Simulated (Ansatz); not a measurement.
BMe2(dmap) (C7H18BNO). The state is a triplet with charge 0. Geometry PBE-D4/def2-SVP, that of the neutral singlet; atoms count from 1.

| atom | x (Å) | y (Å) | z (Å) |
| --- | --- | --- | --- |
| B1 | 0.322 | -0.988 | 0.018 |
| C2 | 0.443 | -1.262 | -1.581 |
| H3 | -0.135 | -0.583 | -2.245 |
| H4 | 0.031 | -2.279 | -1.761 |
| H5 | 1.489 | -1.284 | -1.958 |
| C6 | 1.350 | -1.872 | 0.892 |
| H7 | 1.194 | -1.795 | 1.988 |
| H8 | 2.418 | -1.648 | 0.677 |
| H9 | 1.209 | -2.943 | 0.632 |
| O10 | -1.044 | -1.020 | 0.562 |
| C11 | -1.767 | 0.161 | 0.325 |
| C12 | -2.902 | -0.023 | -0.683 |
| C13 | -0.743 | 1.236 | -0.135 |
| N14 | 0.592 | 0.728 | 0.290 |
| C15 | 1.696 | 1.312 | -0.494 |
| C16 | 0.803 | 0.980 | 1.734 |
| H17 | -2.226 | 0.494 | 1.291 |
| H18 | -3.596 | -0.808 | -0.324 |
| H19 | -3.481 | 0.915 | -0.821 |
| H20 | -2.504 | -0.343 | -1.668 |
| H21 | -0.731 | 1.322 | -1.238 |
| H22 | -0.937 | 2.244 | 0.290 |
| H23 | 1.787 | 2.403 | -0.304 |
| H24 | 1.519 | 1.139 | -1.569 |
| H25 | 2.642 | 0.814 | -0.206 |
| H26 | 0.020 | 0.450 | 2.307 |
| H27 | 1.788 | 0.582 | 2.035 |
| H28 | 0.763 | 2.069 | 1.948 |

At PBE0-D4/def2-TZVP a singlet of charge 0 lies 6.29 eV below the triplet at the same geometry.

Question: Estimate the Mulliken populations from the PBE0/def2-TZVP orbitals of Ansatz.

Answer: 
```csv
atom,charge (e),spin (α − β)
B1,-0.25,0.23
C2,-0.24,0.01
H3,0.05,0.11
H4,0.10,0.05
H5,0.09,0.09
C6,-0.19,-0.14
H7,0.10,0.06
H8,0.09,0.07
H9,0.12,0.03
O10,-0.04,0.54
C11,0.18,-0.07
C12,-0.28,-0.04
C13,0.00,-0.28
N14,0.10,0.08
C15,-0.06,-0.26
C16,0.01,-0.36
H17,-0.06,0.29
H18,0.11,0.04
H19,0.10,0.07
H20,0.10,0.04
H21,0.00,0.18
H22,-0.12,0.31
H23,0.03,0.14
H24,0.02,0.15
H25,0.03,0.14
H26,-0.01,0.18
H27,0.02,0.15
H28,-0.01,0.19
```
Mulliken values and Mayer orders depend strongly on the basis.

Question: Where does the spin sit?

Answer: Summed by element: B 0.23, C -1.14, H 2.29, O 0.54, N 0.08, of 2 unpaired in all. Largest on single atoms: O10 0.54, C16 -0.36, H22 0.31.

Question: And the Mayer bond orders between bonded heavy atoms (over 0.3)?

Answer: B1–C2 0.78 (1.63 Å); B1–C6 0.84 (1.61 Å); B1–O10 0.99 (1.47 Å); B1–N14 0.74 (1.76 Å); O10–C11 0.94 (1.40 Å); C11–C12 0.99 (1.53 Å); C11–C13 1.00 (1.55 Å); C13–N14 0.90 (1.49 Å); N14–C15 0.91 (1.47 Å); N14–C16 0.89 (1.48 Å).
